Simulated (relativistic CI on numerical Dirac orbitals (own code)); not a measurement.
Hyperfine structure of Er XXXII, mass number 167

Calculated at this level of theory: Dirac-Coulomb-Breit CI, separate exchange-only KLI orbitals for each configuration, QED by a radiative potential, unscaled Slater integrals (own radial code, finite nucleus).

CI space (outside the closed core [Ar] 3d10): 4s²4p⁶4d, 4s²4p⁵4d², 4s²4p⁶4f, 4s4p⁶4d², 4s²4p⁵4d4f, 4s4p⁶4d4f, 4s²4p⁶5s, 4s²4p⁶5p, 4s²4p⁶5d, 4p⁶4d³, 4p⁵4d⁴, 4p⁵4d³4f, 4s4p⁶4f², 4s4p⁵4f³, 4p⁶4f³. Double excitations out of closed p, d and f shells are left out; levels of such configurations are missing from the list, as are those of other unlisted configurations, and high levels can miss mixing partners.

Nuclear spin I = 7/2, μ = -0.5623 μN, Q = 3.57 b (tables of Stone and Pyykkö). The electronic factors are computed for point nuclear moments, without core polarisation or the Bohr-Weisskopf and QED corrections.

```
            Level   E (eV)  A (MHz)  B (MHz)
   4s²4p⁶4d ²D3/2    0.000    -2975    44500
   4s²4p⁶4d ²D5/2   11.849    -1215    55300
 4s²4p⁵4d² ⁴D°1/2  130.146   -583.6         
 4s²4p⁵4d² ⁴D°3/2  130.487    -3541   128000
 4s²4p⁵4d² ⁴G°9/2  142.918    -3158  -244000
4s²4p⁵4d² ⁴G°11/2  146.185    -2947  -204000
```

Levels with J = 0, under 50 % of one LS term, or S terms without an open s electron are left out. Small factors come from cancelling terms and can be off by tens of per cent or more.

At this charge energies of transitions that change n are usually good to better than 1 %, and those within a shell (Δn = 0) to a few per cent.

Problem. Give the hyperfine levels of 4s²4p⁶4d ²D3/2 relative to its centre of gravity.

Solution. With K = F(F + 1) − I(I + 1) − J(J + 1), E = AK/2 + B[¾K(K + 1) − I(I + 1)J(J + 1)]/[2I(2I − 1)J(2J − 1)]: F = 2: 43920, F = 3: 3211, F = 4: -21400, F = 5: -4495 MHz.

LS names give the leading component of a level, which can be under half, so a name can repeat, a term be missing and a line seem to break the LS rules.
